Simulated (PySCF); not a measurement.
Cartesian coordinates (Å):
```xyz
11

Zr     0.1135    -0.1001    -0.2060
C     -0.6086     1.2760    -1.7458
H     -1.4202     0.8900    -2.4001
H      0.2585     1.5593    -2.3892
H     -0.9742     2.2009    -1.2388
C     -0.9620    -2.0022    -0.3146
H     -0.2119    -2.8133    -0.4745
H     -1.7353    -2.0777    -1.1096
H     -1.4523    -2.1801     0.6722
H      1.9338    -0.4277    -0.5054
H     -0.2008     0.6675     1.4741
```
Charge 0, spin multiplicity 1.

Q: What is the computed HOMO–LUMO gap, HOMO, charge on the central atom (Mulliken), dipole moment and LUMO (TPSSh-D3(BJ)/def2-TZVP // PBE-D3(BJ)/def2-SVP in PySCF)?

A: 
```
Quantity                                  Result
-------------------------------------  ---------
HOMO–LUMO gap                            5.15 eV
HOMO                                    -7.16 eV
charge on the central atom (Mulliken)     1.07 e
dipole moment                          0.257 e·Å
LUMO                                    -2.01 eV
```
